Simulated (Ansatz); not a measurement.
```yaml
crystal:
  periodic: [false, false, false]
  atoms:
    - {symbol: O, position_ang: [-0.947290, -0.046756, -1.463515]}
    - {symbol: W, position_ang: [-0.060010, -0.075050, -0.050127]}
    - {symbol: F, position_ang: [-1.236060, -0.661074, 1.260226]}
    - {symbol: F, position_ang: [0.605959, -1.802147, 0.080888]}
    - {symbol: Cl, position_ang: [2.037235, 0.518855, -0.703325]}
    - {symbol: Cl, position_ang: [-0.357635, 2.002270, 0.829653]}
basis:
  gaussian: {orbitals: x2c-TZVPPall}
magnetization: {spin_polarized: true, initial_magnetization: 3}
hamiltonian: {xc: {name: PBE0-DH}}
```

```sh
$ ansatz run in.yaml --threads 4 --pin off --events-out ev --progress --plain --max-ram 10444MiB
```

Shortened log:

```
Error: a molecule whose nuclei and cores have a total charge of 134 cannot have a net charge of 0 together with 3 unpaired electrons
```

Task: What is wrong with this run?

Result: The number of unpaired electrons doesn't fit the electron count. The program refused the input.
